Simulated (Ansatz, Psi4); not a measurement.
Here is a job for Ansatz (a program for electronic structure).
Ansatz 0.2 input:
```yaml
crystal:
  periodic: [false, false, false]
  atoms:
    - {symbol: C, position_ang: [-2.15155968, -1.05435310, -0.18700047]}
    - {symbol: O, position_ang: [-1.03706568, -0.60282853, 0.56491278]}
    - {symbol: C, position_ang: [-0.74096859, 0.75977972, 0.44396047]}
    - {symbol: C, position_ang: [0.32326333, 1.03534935, -0.63017207]}
    - {symbol: O, position_ang: [1.64623900, 0.69231972, -0.08650531]}
    - {symbol: C, position_ang: [1.87356508, -0.73366169, 0.08883428]}
    - {symbol: H, position_ang: [-3.06051875, -0.52494889, 0.10758144]}
    - {symbol: H, position_ang: [-2.25908821, -2.11062448, 0.04540578]}
    - {symbol: H, position_ang: [-1.99283928, -0.93152040, -1.26253072]}
    - {symbol: H, position_ang: [-0.35610810, 1.09864137, 1.41167953]}
    - {symbol: H, position_ang: [-1.63596451, 1.34445172, 0.20391310]}
    - {symbol: H, position_ang: [0.35300515, 2.09951916, -0.86576621]}
    - {symbol: H, position_ang: [0.13060297, 0.44812033, -1.53217384]}
    - {symbol: H, position_ang: [2.34477065, 1.05032971, -0.67154185]}
    - {symbol: H, position_ang: [2.80548219, -0.85117473, 0.63889335]}
    - {symbol: H, position_ang: [1.04210989, -1.13125798, 0.67311258]}
    - {symbol: H, position_ang: [1.92936068, -1.25015116, -0.86956641]}
basis:
  gaussian:
    orbitals: STO-3G
hamiltonian:
  xc: cam_b3lyp
total_charge: 1
accuracy: high
```

Task: Write the same job for Psi4.

Result: One answer among several that fit: 
```
memory 2 GB

molecule {
1 1
C    -2.15155968   -1.05435310   -0.18700047
O    -1.03706568   -0.60282853    0.56491278
C    -0.74096859    0.75977972    0.44396047
C     0.32326333    1.03534935   -0.63017207
O     1.64623900    0.69231972   -0.08650531
C     1.87356508   -0.73366169    0.08883428
H    -3.06051875   -0.52494889    0.10758144
H    -2.25908821   -2.11062448    0.04540578
H    -1.99283928   -0.93152040   -1.26253072
H    -0.35610810    1.09864137    1.41167953
H    -1.63596451    1.34445172    0.20391310
H     0.35300515    2.09951916   -0.86576621
H     0.13060297    0.44812033   -1.53217384
H     2.34477065    1.05032971   -0.67154185
H     2.80548219   -0.85117473    0.63889335
H     1.04210989   -1.13125798    0.67311258
H     1.92936068   -1.25015116   -0.86956641
}

set {
  basis sto-3g
  scf_type pk
  puream true
  d_convergence 1e-8
  dft_radial_points 99
  dft_spherical_points 590
}

energy('cam-b3lyp')
print_variables()
```

Both were run: Ansatz gave -305.106297 Eh and Psi4 -305.106297 Eh, 0.000 mEh apart.
